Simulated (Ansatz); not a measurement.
`F[SiH2]B[SiH3]` → `B[SiH2]F` + `[SiH2]` at 700 K and 1 bar (silylene loss).

Isolated molecules relaxed with PBE0-D4/def2-TZVP in Ansatz; ΔE leaves out vibrations. CCSD(T)/CBS adds triple-zeta CCSD(T) − MP2 to the extrapolated MP2 energy (def2 sets, frozen cores). This one scheme is used for every species. Each species was taken in one conformer, which may not be the lowest.

```
         species  CCSD(T)/CBS energy (Eh)  H − E (kJ/mol)  S (J/(mol·K))
`F[SiH2]B[SiH3]`               -706.36214           227.6          478.3
      `B[SiH2]F`               -416.08532           158.0          371.0
        `[SiH2]`               -290.19011            56.3          240.4
```

H − E and S are ideal-gas, rigid-rotor, harmonic terms from PBE0-D4/def2-TZVP, for one conformer and one mirror image of each species. 1 Eh = 2625.50 kJ/mol, R = 8.31446 J/(mol·K).

Q: By hand: ΔE, ΔH, ΔS and ΔG.

A: ΔE = (-416.08532) + (-290.19011) − (-706.36214) = 0.08671 Eh = 227.7 kJ/mol. Δ(H − E) = 158.0 + 56.3 − 227.6 = -13.3, so ΔH = 214.4 kJ/mol. ΔS = 371.0 + 240.4 − 478.3 = 133.1 J/(mol·K). ΔG = 214.4 − 700 × (133.1)/1000 = 121.2 kJ/mol.

Q: By hand: the equilibrium constant, and the temperature at which ΔG would vanish if ΔH and ΔS stayed fixed.

A: log₁₀ K = −ΔG/(RT ln 10) = -9.0. ΔG = 0 at ΔH/ΔS = 1611 K.

The number of gas molecules changes by +1, which sets the sign of ΔS. A doubt of 5 kJ/mol in ΔE shifts log₁₀ K by 0.4 here. Other conformers and mirror images would add mixing entropy, several J/(mol·K) or more a flexible species. Modes under 60 cm⁻¹, often nearly free rotors, make the harmonic entropy too high. These are equilibria of isolated gas molecules and say nothing of rates. Largest T1 diagnostic: 0.014 (customary marks: 0.02 for closed shells, 0.045 for open ones).
